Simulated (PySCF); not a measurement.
Point-charge models of `N#C[C@@H]1[SiH2]C(=O)CC1=O` against its computed dipole.

Coordinates (GFN2-xTB, Å) and charges (e) from the PBE0/pcSseg-1 density (PySCF):

```json
{"atom": "N1", "x": "-2.781", "y": "0.196", "z": "1.050", "Mulliken": "-0.2292", "IAO": "-0.2457", "Hirshfeld": "-0.2214", "ESP-fitted": "-0.4696"}
{"atom": "C2", "x": "-1.898", "y": "0.477", "z": "0.378", "Mulliken": "+0.1316", "IAO": "+0.1296", "Hirshfeld": "+0.0748", "ESP-fitted": "+0.3741"}
{"atom": "C3", "x": "-0.776", "y": "0.800", "z": "-0.449", "Mulliken": "-0.5867", "IAO": "-0.4780", "Hirshfeld": "-0.1024", "ESP-fitted": "-0.3131"}
{"atom": "Si4", "x": "-0.196", "y": "-0.796", "z": "-1.371", "Mulliken": "+0.7026", "IAO": "+0.7079", "Hirshfeld": "+0.3733", "ESP-fitted": "+0.3062"}
{"atom": "C5", "x": "1.122", "y": "-1.132", "z": "0.009", "Mulliken": "+0.0045", "IAO": "+0.1537", "Hirshfeld": "+0.0892", "ESP-fitted": "+0.3991"}
{"atom": "O6", "x": "1.947", "y": "-2.006", "z": "0.033", "Mulliken": "-0.3116", "IAO": "-0.3522", "Hirshfeld": "-0.2077", "ESP-fitted": "-0.4180"}
{"atom": "C7", "x": "0.994", "y": "-0.063", "z": "1.082", "Mulliken": "-0.2097", "IAO": "-0.3799", "Hirshfeld": "-0.0884", "ESP-fitted": "-0.3288"}
{"atom": "C8", "x": "0.399", "y": "1.168", "z": "0.448", "Mulliken": "+0.2700", "IAO": "+0.3996", "Hirshfeld": "+0.1744", "ESP-fitted": "+0.5326"}
{"atom": "O9", "x": "0.817", "y": "2.284", "z": "0.571", "Mulliken": "-0.3046", "IAO": "-0.3666", "Hirshfeld": "-0.2080", "ESP-fitted": "-0.4440"}
{"atom": "H10", "x": "-1.047", "y": "1.645", "z": "-1.085", "Mulliken": "+0.2000", "IAO": "+0.2041", "Hirshfeld": "+0.0710", "ESP-fitted": "+0.1539"}
{"atom": "H11", "x": "0.422", "y": "-0.455", "z": "-2.648", "Mulliken": "-0.0276", "IAO": "-0.0855", "Hirshfeld": "-0.0501", "ESP-fitted": "-0.0405"}
{"atom": "H12", "x": "-1.235", "y": "-1.813", "z": "-1.443", "Mulliken": "-0.0199", "IAO": "-0.0763", "Hirshfeld": "-0.0459", "ESP-fitted": "-0.0344"}
{"atom": "H13", "x": "0.287", "y": "-0.446", "z": "1.825", "Mulliken": "+0.2055", "IAO": "+0.2003", "Hirshfeld": "+0.0742", "ESP-fitted": "+0.1418"}
{"atom": "H14", "x": "1.944", "y": "0.142", "z": "1.578", "Mulliken": "+0.1753", "IAO": "+0.1890", "Hirshfeld": "+0.0668", "ESP-fitted": "+0.1408"}
```

**Question.** What dipole does each set of charges give (1 e·Å = 4.803 D), and what does the density give?

**Answer.** The full density gives (0.55, -0.47, -2.61) D, 2.71 D in size; dipole vectors point from the negative to the positive end.

```json
{"scheme": "Mulliken", "μx": "-0.20", "μy": "-2.15", "μz": "-3.09", "size (D)": "3.77", "share of the full size (%)": "139", "angle to the full dipole (°)": "29"}
{"scheme": "IAO", "μx": "-0.44", "μy": "-1.42", "μz": "-3.06", "size (D)": "3.40", "share of the full size (%)": "126", "angle to the full dipole (°)": "24"}
{"scheme": "Hirshfeld", "μx": "0.48", "μy": "-0.66", "μz": "-2.16", "size (D)": "2.31", "share of the full size (%)": "85", "angle to the full dipole (°)": "7"}
{"scheme": "ESP-fitted", "μx": "0.55", "μy": "-0.49", "μz": "-2.60", "size (D)": "2.70", "share of the full size (%)": "100", "angle to the full dipole (°)": "0"}
```

**Question.** Which set comes closest?

**Answer.** Length of the difference vector: ESP-fitted 0.02 D, Hirshfeld 0.49 D, IAO 1.44 D, Mulliken 1.90 D. Closest: ESP-fitted. ESP charges are fitted to the potential around the molecule, whose slowest-falling term is the dipole's. 

**Question.** What is left for the Hirshfeld atoms' own dipoles?

**Answer.** The Hirshfeld atoms' densities add up to the full density, so μ = Σ q r + Σ (atomic dipoles). The atomic dipoles sum to (0.55, -0.47, -2.61) − (0.48, -0.66, -2.16) = (0.07, 0.19, -0.45) D, 0.49 D in size.

**Question.** With the origin at the mean of the coordinates, (0.000, 0.000, -0.002) Å, which are the largest single terms, by size, of the Hirshfeld dipole along the direction of the full one?

**Answer.** Si4 +2.54, N1 +1.71, O9 +0.78, O6 -0.71, H11 -0.65 D; all 14 atoms together +2.29 D. The single terms depend on the origin, their sum doesn't.

**Question.** Give the size of the full dipole in other units.

**Answer.** 2.71 D = 1.065 au = 0.563 e·Å = 9.03 × 10⁻³⁰ C·m.

The structure is a single GFN2-xTB conformer in the gas phase; no vibrational or solvent corrections.
